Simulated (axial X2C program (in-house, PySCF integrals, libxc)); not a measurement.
**Estimating the spin–orbit splitting of the π levels of HfS**

Calculated with an in-house relativistic program for diatomic molecules. Spin-free means the one-electron spin-free X2C Hamiltonian; two-component (2c) means X2C with spin–orbit coupling and atomic mean-field two-electron Coulomb and Gaunt terms, so the difference of the two also holds small scalar two-electron terms. Basis: Hf dyall-cv3z [13s14p9d7f4g], S dyall-av3z [9s8p3d2f] (cores contracted in-house); Gaussian nuclei, density fitting, unrestricted open shells. Masses: Hf 179.947 u, S 31.972 u.

Hartree–Fock at 2.153 Å, closed shell. Valence p splittings ε(p3/2) − ε(p1/2) of spherical Dirac–Hartree–Fock atoms with fractionally filled p shells: S 3p 0.090 eV.

```tsv
filled π level (eV), spin-free	S p share	Hf p share
-9.81	0.65	0.05
```

(1) In first order a p shell splits by 3ζ/2 and a π orbital by ζ. Estimate the splitting of each π level from the shares.

The two-component Hartree–Fock calculation gives:

```json
{"ε(ω = 1/2) (eV)": "-9.863", "σ share of it": "0.00", "ε(ω = 3/2) (eV)": "-9.770", "splitting (eV)": "0.09", "estimate (eV)": "0.04"}
```

The estimate leaves out the mixing of π1/2 with σ1/2 levels, which pushes the ω = 1/2 spinor up or down, the d and f parts of the orbital, small shares of the strongly split outer-core p shell of a metal, the Gaunt term (absent from the atomic values), and the change of the atomic p orbitals with charge; Löwdin shares depend on the basis.

Answers

(1) level -9.81 eV: (2/3) × (0.65 × 0.090) = 0.04 eV.
